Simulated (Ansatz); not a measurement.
Program: Ansatz. Geometries: PBE0-D4/def2-TZVP. ΔE: electronic, gas phase. CCSD(T)/CBS is the MP2 limit (def2-TZVPP, def2-QZVPP) plus CCSD(T) − MP2 in def2-TZVPP, frozen cores. This one scheme is used for every species. DFT in def2-TZVPP. def2 core potentials past Kr. For In outer-core shells are correlated without core-valence functions, which leaves a few kJ/mol of doubt a bond. Each species was taken in one conformer, which may not be the lowest.

Reaction (ligand exchange at the In–S bond): `C[O][In]([CH3])[SH]` + CH₃OH → `C[O][In]([CH3])[O]C` + H₂S

| level | ΔE (kJ/mol) |
| --- | --- |
| PBE-D4 | 69.3 |
| B2PLYP | 66.6 |

What does CCSD(T)/CBS give? (Estimate.)

Ansatz gave: +66.0 kJ/mol. The listed levels differ from it by 3.3, 0.6 kJ/mol.

Largest T1 diagnostic among the species: 0.015.

From PBE to PBE0 (25 % exact exchange), in def2-TZVPP and without D4, ΔE moves by +6.7 kJ/mol. Leaving LDA and LC-ωPBE aside and taking each functional with its dispersion term where it has one, the values, not all of them listed here, spread over 17.9 kJ/mol, from BLYP-D4 to HSE06-D4. At CCSD(T), def2-SVP lies −5.3 kJ/mol from the extrapolated value and def2-TZVPP +0.4 kJ/mol.
